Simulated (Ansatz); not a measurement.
CH2BBrO (`O=CBBr`), relaxed with RKS PBE0-D4/def2-TZVP in the Gaussian-basis code of Ansatz from a PBE-D4/def2-SVP geometry. The force threshold is 0.005 eV/Å; the program also tests the step.

The species carries charge 0 and has multiplicity 1.

Start:

```xyz
6

O     1.056   -0.633    1.159
C     0.760   -0.418   -0.015
B    -0.495    0.531   -0.082
Br   -2.196   -0.266   -0.416
H     1.317   -0.916   -0.864
H    -0.442    1.703    0.218
```

(1) How much energy does the relaxation release, and in how many steps? (Best estimate.)

(2) Which bonds change most? (Best estimate.)

(3) Give the relaxed structure. (Estimate.)

## Answers

(1) The calculation gave: 4.12 kJ/mol, in 13 steps, 2 of them rejected.

(2) Ansatz gave: B3–H6 from 1.210 to 1.188 Å; O1–C2 from 1.230 to 1.210 Å; C2–H5 from 1.130 to 1.113 Å; B3–Br4 from 1.908 to 1.892 Å.

(3) The calculation gave: 
```xyz
6

O     1.210   -0.612    1.145
C     0.751   -0.416    0.043
B    -0.506    0.534   -0.049
Br   -2.158   -0.253   -0.528
H     1.174   -0.941   -0.843
H    -0.471    1.688    0.232
```
